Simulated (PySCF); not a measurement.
Gas-phase reaction: MoOF4 + 4 H + O2 = MoO3 + 4 HF

Computed with PySCF and rigid-rotor harmonic-oscillator thermochemistry at 1 bar. S°(298 K) at PBE0/def2-TZVP differs from the NASA 1993 table for MoO3 (+7 J/mol/K); whether the harmonic model or the table's entry is off was not settled. † marks an energy on the PBE0/def2-TZVP geometry and frequencies; other levels use their own. MP2 and CCSD(T) freeze the core. Open shells (unrestricted): H (multiplicity 2), O2 (multiplicity 3); the rest are closed-shell singlets. Mo: scalar-relativistic def2 core potential, no spin-orbit coupling. MP2 isn't extrapolated to the basis-set limit; its ΔH°(298 K) is -889.4 kJ in def2-SVP and -1028.9 kJ in def2-TZVPP. CCSD(T) isn't extrapolated to the basis-set limit; its ΔH°(298 K) is -862.0 kJ in def2-SVP and -976.0 kJ in def2-TZVPP. The harmonic model lacks anharmonicity and excited electronic states, which grow with temperature; levels with a mode under 35 cm⁻¹ are left out. Strong static correlation: MoO3. Soft modes under 120 cm⁻¹ make the harmonic entropy rough for MoOF4. Warning, large T1 diagnostic: MoO3, MoOF4 (CCSD(T)/def2-SVP†).

| level | ΔE electronic, kJ | ΔH°(298 K), kJ | ΔS°(298 K), J/K | ΔG°(1800 K), kJ |
|---|---|---|---|---|
| BLYP/def2-TZVP† | -949 | -876 | -21 | -762 |
| CCSD(T)/def2-SVP† | -935 | -862 | -21 | -748 |
| HF/def2-TZVP† | -697 | -623 | -21 | -509 |
| M06-2X/def2-TZVP† | -992 | -918 | -21 | -804 |
| MP2/def2-TZVPP† | -1102 | -1029 | -21 | -915 |
| PBE/def2-SVP | -768 | -698 | -22 | -582 |
| PBE0/def2-TZVP | -936 | -862 | -21 | -748 |
| r2SCAN/def2-TZVP† | -902 | -829 | -21 | -715 |
| ωB97M-V/def2-TZVP† | -960 | -887 | -21 | -773 |
| ωB97X-V/def2-TZVP† | -923 | -850 | -21 | -736 |
ΔH° is lowest at MP2/def2-TZVPP† and highest at HF/def2-TZVP†. No reference value is set beside these.
